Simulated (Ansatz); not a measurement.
`ClC(Cl)[CH2][GaH2]`. Charge 0, multiplicity 1. All single points use the PBE0-D4/def2-TZVP geometry. It is one conformer, not always the lowest.

```xyz
10

Cl   -2.057   -0.902    0.846
C    -0.311   -1.018    0.602
Cl    0.542   -0.080    1.915
C     0.128   -0.443   -0.714
Ga    0.347    1.524   -0.371
H    -0.040   -2.054    0.792
H     1.106   -0.860   -0.968
H    -0.580   -0.713   -1.498
H    -0.905    2.395   -0.015
H     1.769    2.151   -0.589
```

**Question.** What is the dipole moment at B3LYP/def2-TZVPP? (Estimate.)

**Answer.** The calculation gave: 1.96 D, with components (0.62, -1.54, -1.04) D in this frame, pointing from negative to positive charge.

**Question.** And with PBE, r2SCAN, ωB97M-V? (Best estimate.)

**Answer.** Ansatz gave: PBE 1.92 D, r2SCAN 2.01 D, ωB97M-V 1.95 D.

**Question.** Give the Mulliken charges with B3LYP, ωB97M-V, PBE in def2-TZVPP. (An estimate is asked.)

**Answer.** The calculation gave: 
| atom | B3LYP | ωB97M-V | PBE |
| --- | --- | --- | --- |
| Cl1 | -0.10 | -0.06 | -0.09 |
| C2 | 0.06 | -0.04 | 0.04 |
| Cl3 | -0.12 | -0.08 | -0.10 |
| C4 | -0.29 | -0.40 | -0.27 |
| Ga5 | 0.20 | 0.19 | 0.14 |
| H6 | 0.17 | 0.19 | 0.16 |
| H7 | 0.10 | 0.13 | 0.10 |
| H8 | 0.10 | 0.12 | 0.10 |
| H9 | -0.05 | -0.02 | -0.03 |
| H10 | -0.06 | -0.03 | -0.05 |

B3LYP here is the variant with VWN-RPA as its local correlation; programs differ in this.
